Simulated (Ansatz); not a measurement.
Ansatz results at the PBE0-D4/def2-TZVP geometry: ideal-gas entropy at 298 K and 1 bar (rigid rotor, harmonic PBE0-D4/def2-TZVP) 301 J/(mol·K); LUMO energy (PBE/def2-TZVPP) -1.78 eV; HOMO energy (PBE/def2-TZVPP) -5.83 eV.

Problem. Which molecule gave them?
A. `OC1(O)SS1`
B. `C=[N][AlH][SiH2]Br`
C. `IC1C=C1`
D. `C=NC(C)=S`

Solution. C. The others give `C=[N][AlH][SiH2]Br`: 400, -2.30, -5.77; `OC1(O)SS1`: 315, -2.80, -5.01; `C=NC(C)=S`: 324, -2.91, -5.15.
